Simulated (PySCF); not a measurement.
Vertical excitations of a molecule C2H8ClNSi from TDA-ωB97X/def2-SVPD in PySCF, as energy in eV (oscillator strength): 7.28 (0.061), 8.45 (0.124), 8.66 (0.126), 8.84 (0.002), 8.86 (0.006), 8.99 (0.090), 9.17 (0.055), 9.21 (0.002), 9.37 (0.060), 9.42 (0.102). Lowest triplet (TDA): 7.00 eV. Coordinates come from a B3LYP-D3(BJ)/def2-SVP optimisation. One conformer was computed; it need not be the lowest.

Question: Pick the molecule that these values belong to.
(A) C[Si](C)(N)Cl
(B) CN(C)[SiH2]Cl
(C) CNC[SiH2]Cl
(D) C[Si@H](Cl)CN

Answer: A, C[Si](C)(N)Cl
